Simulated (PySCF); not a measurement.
# Distorted geometries of [Pb(OH)3]−

[Pb(OH)3]− (singlet). PySCF 2.14.0, RKS TPSS, Pb def2-SVP with ECP60, O def2-SVP, H def2-SVP; non-relativistic Hamiltonian with scalar-relativistic core potentials where named; density fitting; no spin-orbit coupling. Relaxed geometry:

```xyz
7

Pb    0.4788   -1.4212    0.0162
O    -0.7003   -0.0040    1.2473
H     0.0654    0.5925    1.3997
O    -0.0100   -0.1390   -1.7262
H    -0.5380    0.4904   -1.1875
O     2.2175   -0.0867    0.3471
H     1.9985    0.4799   -0.4255
```

Question: Order these distorted geometries by energy above the relaxed one, lowest first.
A.
```xyz
7

Pb    0.3663   -1.2916   -0.1044
O    -0.7113   -0.0082    1.3695
H     0.2091    0.7363    1.4321
O    -0.0710   -0.1480   -1.6724
H    -0.5085    0.4995   -1.0613
O     2.3320   -0.3033    0.2145
H     1.8953    0.4272   -0.5069
```
B.
```xyz
7

Pb    0.2135   -1.4506    0.0337
O    -0.5067   -0.2454    0.9612
H    -0.1917    0.7464    1.4627
O     0.1752   -0.1028   -1.6184
H    -0.3777    0.2955   -1.2247
O     1.9109   -0.0456    0.6281
H     2.2883    0.7146   -0.5715
```
C.
```xyz
7

Pb    0.5266   -1.4590    0.1697
O    -0.7680   -0.0921    1.1261
H    -0.1316    0.5705    1.4010
O     0.2245   -0.1316   -1.7167
H    -0.5517    0.4996   -1.0509
O     2.3159   -0.0126    0.1533
H     1.8961    0.5371   -0.4114
```

Answer: C (1.22 eV), A (1.59 eV), B (8.46 eV).

Question: Which forces (eV/Å) act in the one that lies 8.46 eV up?

Answer: 
```
Pb    9.72 -14.03  -9.73
O    -9.30  17.58  13.46
H    -0.65  -4.10  -2.36
O    12.21  -8.95 -10.55
H   -12.75  10.03   8.78
O     2.35   2.34  -3.63
H    -1.60  -2.87   4.02
```
Forces carry noise of the integration grid, about 0.01 to 0.03 eV/Å.

No frequency check is given that shows the relaxed geometry to be a minimum.
